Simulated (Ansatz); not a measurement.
`C[S][Cd][SH]` and `C[S][Mg][SH]` differ in one element.

Ansatz, PBE0-D4/def2-TZVP geometries, multiplicity 1. Each molecule was computed in one conformer, which needn't be the lowest.

Elements past krypton have def2 core potentials.

```tsv
property	`C[S][Cd][SH]`
size of the dipole moment (PBE/def2-TZVPP) / D	1.66
LUMO energy (PBE/def2-TZVPP) / eV	-2.07
HOMO energy (PBE/def2-TZVPP) / eV	-5.59
LUMO energy (B3LYP/def2-TZVPP) / eV	-1.54
LUMO energy (ωB97M-V/def2-TZVPP) / eV	0.40
HOMO energy (PBE0/def2-TZVPP) / eV	-6.75
```

Q: What does the change do to each property? (Estimate.)

A: Computed: 
| property | `C[S][Mg][SH]` | shift |
| --- | --- | --- |
| size of the dipole moment (PBE/def2-TZVPP) / D | 1.40 | -0.26 |
| LUMO energy (PBE/def2-TZVPP) / eV | -2.03 | 0.04 |
| HOMO energy (PBE/def2-TZVPP) / eV | -5.50 | 0.09 |
| LUMO energy (B3LYP/def2-TZVPP) / eV | -1.59 | -0.05 |
| LUMO energy (ωB97M-V/def2-TZVPP) / eV | 0.01 | -0.39 |
| HOMO energy (PBE0/def2-TZVPP) / eV | -6.66 | 0.09 |

With PBE0 the HOMO rises by 0.09 eV and the LUMO falls by 0.09 eV, so the gap narrows by about 0.18 eV. PBE moves the HOMO by 0.09 eV and ωB97M-V by 0.08 eV. Dipoles are sizes alone; their direction can turn.

B3LYP here is the variant with VWN-RPA as its local correlation; programs differ in this.

Positive LUMOs are unbound, so they and the gaps depend on the basis.
